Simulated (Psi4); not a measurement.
magnesium atom (Mg), singlet; SVWN/aug-cc-pVDZ (Psi4).

The Psi4 input:
```
memory 2 GB

molecule {
0 1
  Mg    0.00000000    0.00000000    0.00000000
}

set basis aug-cc-pvdz
set puream false

energy('svwn')
print_variables()
```

What the program printed (banner, timings and long lists left out):

```
   => Loading Basis Set <=

    Name: AUG-CC-PVDZ
    Role: ORBITAL
    Keyword: BASIS

         ---------------------------------------------------------
                                   SCF
               by Justin Turney, Rob Parrish, Andy Simmonett
                          and Daniel G. A. Smith
                              RKS Reference
         ---------------------------------------------------------

  ==> Geometry <==

    Molecular point group: d2h
    Geometry (in Angstrom), charge = 0, multiplicity = 1:

       Center              X                  Y                   Z               Mass
    ------------   -----------------  -----------------  -----------------  -----------------
         MG           0.000000000000     0.000000000000     0.000000000000    23.985041697000

  Running in d2h symmetry.

  Rotational constants: A = ************  B = ************  C = ************ [cm^-1]
  Rotational constants: A = ************  B = ************  C = ************ [MHz]
  Nuclear repulsion =    0.000000000000000

  Charge       = 0
  Multiplicity = 1
  Electrons    = 12
  Nalpha       = 6
  Nbeta        = 6

  ==> Algorithm <==

  SCF Algorithm Type is DF.
  DIIS enabled.
  MOM disabled.
  Fractional occupation disabled.
  Guess Type is CORE.
  Energy threshold   = 1.00e-06
  Density threshold  = 1.00e-06
  Integral threshold = 1.00e-12

  ==> Primary Basis <==

  Basis Set: AUG-CC-PVDZ
    Blend: AUG-CC-PVDZ
    Number of shells: 11
    Number of basis functions: 29
    Number of Cartesian functions: 29
    Spherical Harmonics?: false
    Max angular momentum: 2

  ==> DFT Potential <==

   => LibXC <=

    Version 7.1.2
    S. Lehtola, C. Steigemann, M. J. T. Oliveira, and M. A. L. Marques,  SoftwareX 7, 1–5 (2018) (10.1016/j.softx.2017.11.002)

   => Composite Functional: SVWN <=

    Slater exchange
    Vosko, Wilk & Nusair (VWN5_RPA)
    P. A. M. Dirac,  Math. Proc. Cambridge Philos. Soc. 26, 376 (1930) (10.1017/S0305004100016108)
    F. Bloch,  Z. Phys. 57, 545 (1929) (10.1007/BF01340281)
    S. H. Vosko, L. Wilk, and M. Nusair,  Can. J. Phys. 58, 1200 (1980) (10.1139/p80-159)

    Deriv               =              1
    GGA                 =          FALSE
    Meta                =          FALSE

    Exchange Hybrid     =          FALSE
    MP2 Hybrid          =          FALSE

   => Exchange Functionals <=

    1.0000         XC_LDA_X

   => Correlation Functionals <=

    1.0000   XC_LDA_C_VWN_RPA

   => LibXC Density Thresholds  <==

    XC_LDA_C_VWN_RPA:  1.00E-15
    XC_LDA_X:  1.00E-15

   => Molecular Quadrature <=

    Radial Scheme          =       TREUTLER
    Pruning Scheme         =           NONE
    Nuclear Scheme         =       TREUTLER

    Blocking Scheme        =         OCTREE
    BS radius alpha        =              1
    Pruning alpha          =              1
    Radial Points          =             75
    Spherical Points       =            302
    Total Points           =          22644
    Total Blocks           =            263
    Max Points             =            254
    Max Functions          =             29
    Weights Tolerance      =       1.00E-15

   => Loading Basis Set <=

    Name: (AUG-CC-PVDZ AUX)
    Role: JKFIT
    Keyword: DF_BASIS_SCF

  ==> Integral Setup <==

  SCF_SUBTYPE=INCORE selected. In-core MEM_DF algorithm will be used.
  Using in-core AOs.

  ==> MemDFJK: Density-Fitted J/K Matrices <==

    J tasked:                   Yes
    K tasked:                    No
    wK tasked:                   No
    Algorithm:                 Core
    Schwarz Cutoff:           1E-12
    Mask sparsity (%):       0.0000
    Fitting Condition:        1E-10

   => Auxiliary Basis Set <=

  Basis Set: (AUG-CC-PVDZ AUX)
    Blend: DEF2-UNIVERSAL-JKFIT
    Number of shells: 34
    Number of basis functions: 137
    Number of Cartesian functions: 137
    Spherical Harmonics?: false
    Max angular momentum: 4

  Minimum eigenvalue in the overlap matrix is 1.6901046401E-04.
  Reciprocal condition number of the overlap matrix is 3.2466951476E-05.
    Using symmetric orthogonalization.

  ==> Pre-Iterations <==

  SCF Guess: Core (One-Electron) Hamiltonian.

   -------------------------------------------------------
    Irrep   Nso     Nmo     Nalpha   Nbeta   Ndocc  Nsocc
   -------------------------------------------------------
     Ag        11      11       3       3       3       0
     B1g        2       2       0       0       0       0
     B2g        2       2       0       0       0       0
     B3g        2       2       0       0       0       0
     Au         0       0       0       0       0       0
     B1u        4       4       1       1       1       0
     B2u        4       4       1       1       1       0
     B3u        4       4       1       1       1       0
   -------------------------------------------------------
    Total      29      29       6       6       6       0
   -------------------------------------------------------

  ==> Iterations <==

                           Total Energy        Delta E     RMS |[F,P]|

   @DF-RKS iter   1:  -195.84166805572409   -1.95842e+02   1.79129e-01 ADIIS
   @DF-RKS iter   2:  -198.55970572148524   -2.71804e+00   1.07437e-01 ADIIS
   @DF-RKS iter   3:  -199.23465707767966   -6.74951e-01   3.72660e-02 ADIIS/DIIS
   @DF-RKS iter   4:  -199.36161134997053   -1.26954e-01   4.79471e-03 ADIIS/DIIS
   @DF-RKS iter   5:  -199.36314187934815   -1.53053e-03   1.61050e-04 ADIIS/DIIS
   @DF-RKS iter   6:  -199.36314883086956   -6.95152e-06   1.79577e-05 DIIS
   @DF-RKS iter   7:  -199.36314889007431   -5.92048e-08   2.71144e-07 DIIS
  Energy and wave function converged.

  ==> Post-Iterations <==

   Electrons on quadrature grid:
      Ntotal   =   12.0000000324 ; deviation = 3.236e-08

    Orbital Energies [Eh]
    ---------------------

    Doubly Occupied:

       1Ag   -46.008476     2Ag    -2.921177     1B3u   -1.737448
       1B1u   -1.737448     1B2u   -1.737448     3Ag    -0.191203

    Virtual:

       2B3u   -0.064644     2B2u   -0.064644     2B1u   -0.064644
       4Ag    -0.003220     3B1u    0.017038     3B2u    0.017038
       3B3u    0.017038     1B2g    0.067151     1B1g    0.067151
       1B3g    0.067151     5Ag     0.067151     6Ag     0.067151
       7Ag     0.125942     4B2u    0.162305     4B1u    0.162305
       4B3u    0.162305     2B2g    0.397453     2B1g    0.397453
       2B3g    0.397453     8Ag     0.397453     9Ag     0.397453
      10Ag     0.976691    11Ag     3.807871

    Final Occupation by Irrep:
             Ag   B1g   B2g   B3g    Au   B1u   B2u   B3u
    DOCC [     3,    0,    0,    0,    0,    1,    1,    1 ]
    NA   [     3,    0,    0,    0,    0,    1,    1,    1 ]
    NB   [     3,    0,    0,    0,    0,    1,    1,    1 ]

  @DF-RKS Final Energy:  -199.36314889007431

   => Energetics <=

    Nuclear Repulsion Energy =              0.0000000000000000
    One-Electron Energy =                -279.3182522113502273
    Two-Electron Energy =                  95.6599034488073698
    DFT Exchange-Correlation Energy =     -15.7048001275314650
    Empirical Dispersion Energy =           0.0000000000000000
    VV10 Nonlocal Energy =                  0.0000000000000000
    Total Energy =                       -199.3631488900743136

Computation Completed

Properties will be evaluated at   0.000000,   0.000000,   0.000000 [a0]

Properties computed using the SCF density matrix

 Multipole Moments:

 ------------------------------------------------------------------------------------
     Multipole            Electronic (a.u.)      Nuclear  (a.u.)        Total (a.u.)
 ------------------------------------------------------------------------------------

 L = 1.  Multiply by 2.5417464519 to convert [e a0] to [Debye]
 Dipole X            :          0.0000000            0.0000000            0.0000000
 Dipole Y            :          0.0000000            0.0000000            0.0000000
 Dipole Z            :          0.0000000            0.0000000            0.0000000
 Magnitude           :                                                    0.0000000

 ------------------------------------------------------------------------------------

  Variable Map:
  ----------------------------------------------------------------------------
  "CURRENT ENERGY"              =>    -199.363148890074
  "CURRENT REFERENCE ENERGY"    =>    -199.363148890074
  "DD SOLVATION ENERGY"         =>       0.000000000000
  "DFT FUNCTIONAL TOTAL ENERGY" =>    -199.363148890074
  "DFT TOTAL ENERGY"            =>    -199.363148890074
  "DFT VV10 ENERGY"             =>       0.000000000000
  "DFT XC ENERGY"               =>     -15.704800127531
  "GRID ELECTRONS ALPHA"        =>       6.000000016182
  "GRID ELECTRONS BETA"         =>       6.000000016182
  "GRID ELECTRONS TOTAL"        =>      12.000000032364
  "NUCLEAR REPULSION ENERGY"    =>       0.000000000000
  "ONE-ELECTRON ENERGY"         =>    -279.318252211350
  "PCM POLARIZATION ENERGY"     =>       0.000000000000
  "PE ENERGY"                   =>       0.000000000000
  "SCF ITERATION ENERGY"        =>    -199.363148890074
  "SCF ITERATIONS"              =>       7.000000000000
  "SCF TOTAL ENERGY"            =>    -199.363148890074
  "TWO-ELECTRON ENERGY"         =>      95.659903448807
  "XC GRID RADIAL POINTS"       =>      75.000000000000
  "XC GRID SPHERICAL POINTS"    =>     302.000000000000
  "XC GRID TOTAL POINTS"        =>   22644.000000000000

  Array Variable Map:
  ----------------------------------------------------------------------------
  "CURRENT DIPOLE"              =>       0.000000000000 ... 0.000000000000 1 by 3
  "SCF DIPOLE"                  =>       0.000000000000 ... 0.000000000000 1 by 3
  "SCF TOTAL ENERGIES"          =>    -195.841668055724 ... -199.363148890074 1 by 7
```
